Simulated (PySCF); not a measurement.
Cl₃OSi, SMILES [O][Si](Cl)(Cl)Cl (connectivity only; charge and spin as stated), charge -1, multiplicity 1. Atoms are numbered in the order given.

```xyz
5

O      0.0000     0.0000     2.0508
Si     0.0000     0.0000     0.4996
Cl     1.6578    -0.9571    -0.4588
Cl     0.0000     1.9142    -0.4588
Cl    -1.6578    -0.9571    -0.4588
```
Charge -1, spin multiplicity 1.

Geometry optimised at B3LYP-D3(BJ)/def2-SVPD. The multiplicity is an assumed one; other spin states were not compared. The isomer is the one that the SMILES or the coordinates give; other isomers of the formula were not compared.

All values below come from B3LYP-D3(BJ)/def2-SVPD run with PySCF.

Frequencies are harmonic and unscaled.

Modes within 1.5 cm⁻¹ of each other (mostly degenerate sets) share a row, with their intensities summed.

```tsv
mode	ν (cm⁻¹)	IR (km/mol)	moving atoms (share of kinetic energy)
1–2	151	1.3	Cl 83 %, O 14 %
3	217	0.3	Cl 68 %, Si 20 %, O 12 %
4–5	270	24.0	O 50 %, Cl 45 %
6	408	15.3	Cl 61 %, Si 22 %, O 17 %
7–8	480	486.7	Si 71 %, Cl 27 %
9	1153	190.7	O 61 %, Si 39 %
```
